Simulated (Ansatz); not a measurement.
Isolated molecules relaxed with PBE0-D4/def2-TZVP in Ansatz; ΔE leaves out vibrations. CBS: MP2 limit from def2 TZ/QZ plus the TZ coupled-cluster correction, frozen cores. DFT in def2-TZVPP. For Ga, V outer-core shells are correlated without core-valence functions, which leaves a few kJ/mol of doubt a bond. Scalar relativity is left out up to krypton. One conformer a species, not always the lowest.

Reaction (redistribution): `[CH3][V](=[O])([F])[F]` + `[OH][Ga]([OH])[Cl]` → `[O]=[V]([F])([F])[Cl]` + `[CH3][Ga]([OH])[OH]`

`[CH3][V](=[O])([F])[F]`:

Z-matrix (Å, degrees):
```
C
V 1 1.989
H 1 1.093 2 106.9
H 1 1.092 2 108.5 3 120.1
H 1 1.092 2 108.5 3 -120.1
O 2 1.549 1 103.2 3 -180.0
F 2 1.723 1 106.9 3 -62.4
F 2 1.723 1 106.9 3 62.5
```

`[OH][Ga]([OH])[Cl]`:

Z-matrix (Å, degrees):
```
Ga
O 1 1.766
Cl 1 2.121 2 119.0
O 1 1.772 2 119.7 3 180.0
H 2 0.961 1 112.5 3 -180.0
H 4 0.960 1 113.7 2 180.0
```

`[O]=[V]([F])([F])[Cl]`:

Cartesian coordinates in Å:
```
O -0.780 1.091 -0.846
V -0.074 0.044 0.036
F -1.197 -1.189 0.423
F 0.493 0.820 1.453
Cl 1.559 -0.765 -1.066
```

`[CH3][Ga]([OH])[OH]`:

Cartesian coordinates in Å:
```
C -0.945 0.687 1.059
Ga 0.215 -0.158 -0.247
O 0.422 0.530 -1.888
O 1.119 -1.653 0.144
H -1.509 1.499 0.601
H -0.349 1.090 1.880
H -1.638 -0.045 1.476
H 1.018 0.047 -2.464
H 1.668 -1.997 -0.562
```

```tsv
level	ΔE (kJ/mol)
r2SCANh-D4	-14.4
RPA@PBE/def2-TZVPP	-12.5
```

(1) What does CCSD(T)/CBS give? (Estimate.)

Largest T1 diagnostic among the species: 0.032, so the coupled-cluster value is less sure than usual.

Answers

(1) Ansatz gave: -5.9 kJ/mol. The listed levels differ from it by -8.5, -6.6 kJ/mol.

In def2-TZVPP, CCSD(T) changes the Hartree–Fock value by −39.1 kJ/mol (the triples alone add −14.1 kJ/mol) and MP2 by −76.9 kJ/mol. From BLYP to BHLYP (50 % exact exchange), in def2-TZVPP and without D4, ΔE moves by +31.5 kJ/mol. At CCSD(T), def2-SVP lies +7.8 kJ/mol from the extrapolated value and def2-TZVPP +0.5 kJ/mol.

CCSD(T)/CBS has its own doubt, a few kJ/mol and more with outer-core shells, so smaller differences from it don't rank the levels.
